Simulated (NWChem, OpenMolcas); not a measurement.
# How basis sets differ on BHOF2 (difluorohydroxyborane)

The species is BHOF2 (5 atoms), meant as a singlet with charge 0. As SMILES, `OB(F)F`. Geometry: relaxed at PBE0-D4/def2-TZVP.

Quantity: the HOMO–LUMO gap, in eV. The values are calculated.

```json
{"level": "HF/ANO-S-MB", "kind": "Hartree–Fock", "program": "OpenMolcas", "value (eV)": "19.80", "CPU time": "1.7 s"}
{"level": "HF/STO-3G", "kind": "Hartree–Fock", "program": "OpenMolcas", "value (eV)": "21.19", "CPU time": "1.5 s"}
{"level": "HF/3-21G", "kind": "Hartree–Fock", "program": "NWChem", "value (eV)": "20.97", "CPU time": "2.8 s"}
{"level": "HF/def2-SVP", "kind": "Hartree–Fock", "program": "NWChem", "value (eV)": "19.69", "CPU time": "5.7 s"}
{"level": "HF/def2-SVPD", "kind": "Hartree–Fock", "program": "OpenMolcas", "value (eV)": "17.14", "CPU time": "9.1 s"}
```

The values span 17.14 to 21.19 eV. A Hartree–Fock LUMO above zero doesn't converge with the basis: it sinks as sets grow more diffuse. Orbital gaps aren't excitation energies. Times are those of the runs behind each value, whatever else they computed, on shared processors of several kinds: orders of magnitude only.
